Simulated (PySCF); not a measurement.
Working out the ionisation energy of Ga

Ga [Ar] 3d10 4s2 4p1 (2P) → Ga⁺ [Ar] 3d10 4s2 (1S). All numbers are calculated (PySCF 2.14, scalar relativity by spin-free X2C-1e, in aug-cc-pVQZ-DK (8s7p5d3f2g, 93 functions)). Frozen: [Ar] 3d10. Energies in hartree (1 hartree = 27.21139 eV):

| part | Ga (lower) | Ga⁺ (upper) |
| --- | --- | --- |
| UHF | -1942.178434 | -1941.975037 |
| MP2 opposite-spin | -0.033446 | -0.027556 |
| MP2 same-spin | -0.002648 | 0.000000 |

Question: What does Hartree-Fock give?

Answer: (-1941.975037) − (-1942.178434) = 0.203397 hartree = 5.535 eV.

Question: What do MP2 and SCS-MP2 (6/5 opposite-spin, 1/3 same-spin) give?

Answer: The opposite-spin parts differ by 0.160 eV and the same-spin parts by 0.072 eV. MP2: 5.535 + (0.160) + (0.072) = 5.767 eV. SCS-MP2: 5.535 + 1.2 × (0.160) + (0.072)/3 = 5.751 eV.

Measured between the centres of the two terms (NIST): 5.931 eV, so MP2 (valence) is off by -0.164 eV.

What remains against the reference includes basis incompleteness, the frozen core and correlation beyond second order.
